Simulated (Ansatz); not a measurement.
Geometry optimisation, Ansatz 0.2.0, RKS PBE0/6-31G*.

Input file:

```yaml
crystal:
  periodic: [false, false, false]
  atoms:
    - { symbol: C, position_ang: [-2.5258, -0.4739, 0.1891] }
    - { symbol: C, position_ang: [-1.0904, -0.6052, 0.4455] }
    - { symbol: C, position_ang: [-0.80533, -0.82362, 1.92656] }
    - { symbol: C, position_ang: [0.7903, -1.0701, 2.26367] }
    - { symbol: O, position_ang: [0.79412, -1.65663, 3.54126] }
    - { symbol: Si, position_ang: [1.8541, 0.44448, 2.01556] }
    - { symbol: H, position_ang: [-3.0945, -1.3247, 0.4852] }
    - { symbol: H, position_ang: [-2.7243, -0.2431, -0.8944] }
    - { symbol: H, position_ang: [-2.9745, 0.4373, 0.7796] }
    - { symbol: H, position_ang: [-0.59872, 0.28411, 0.07586] }
    - { symbol: H, position_ang: [-0.70547, -1.46115, -0.15871] }
    - { symbol: H, position_ang: [-1.12533, -0.00817, 2.53058] }
    - { symbol: H, position_ang: [-1.39389, -1.7093, 2.29135] }
    - { symbol: H, position_ang: [1.07554, -1.85528, 1.5315] }
    - { symbol: H, position_ang: [0.41508, -1.04552, 4.16425] }
    - { symbol: H, position_ang: [1.7707, 0.93114, 0.63186] }
    - { symbol: H, position_ang: [3.27599, 0.09091, 2.32601] }
    - { symbol: H, position_ang: [1.40893, 1.49963, 2.94164] }
basis:
  gaussian: { orbitals: "6-31G*" }
hamiltonian:
  xc: pbe0
relax:
  f_tol: 0.015
  max_steps: 40
output:
  orbitals: {}
```

Launched with:

```bash
$ ansatz run input.yaml --threads 2 --pin off --max-ram 3072MiB --backend cpu --events-out ev --progress --plain --runs-dir out
```

Q: Where does it end, and by what steps?

A: The run converged. The force dipped under the threshold on the way, but the program's further checks kept it going. After 8 steps the energy has fallen by 0.534 eV; H15 moved furthest, 0.16 Å.

```csv
step,energy less start (eV),largest force component (eV/Å),accepted
0,0.0000,3.526,yes
1,-0.4219,1.085,yes
2,-0.5192,0.292,yes
3,-0.5294,0.099,yes
4,-0.5329,0.042,yes
5,-0.5337,0.027,yes
6,-0.5341,0.010,yes
7,-0.5342,0.016,yes
8,-0.5343,0.011,yes
```

```xyz
18
Properties=species:S:1:pos:R:3
C -2.579 -0.447 0.167
C -1.087 -0.595 0.441
C -0.786 -0.853 1.915
C 0.689 -1.092 2.233
O 0.862 -1.567 3.572
Si 1.854 0.406 2.013
H -3.126 -1.351 0.457
H -2.774 -0.264 -0.895
H -3.003 0.392 0.732
H -0.563 0.309 0.103
H -0.683 -1.422 -0.159
H -1.161 -0.010 2.517
H -1.337 -1.742 2.253
H 1.052 -1.914 1.601
H 0.480 -0.901 4.161
H 1.787 1.053 0.668
H 3.259 -0.010 2.270
H 1.463 1.420 3.039
```

Whether the end is a true minimum wasn't checked by a vibrational analysis.

The run took 100 s on 2 threads of AMD EPYC 7571 (shared host), peak memory 0.33 GiB.
